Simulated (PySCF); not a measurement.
A calculated (UHF, PySCF 2.14, x2c-TZVPall, scalar relativity by spin-free X2C-1e) atom or ion has these occupied shells.

```tsv
shell	electrons	orbital energy (eV)	rms radius, mean of both spins (bohr)
1s α	1	-308.83	0.312
1s β	1	-307.59	0.312
2s α	1	-22.566	1.76
2s β	1	-15.880	1.76
2p α	2	-11.937	1.92
```

**Question.** Name the element and its charge.

**Answer.** C (carbon, neutral), in [He] 2s2 2p2, high-spin 3P determinant.
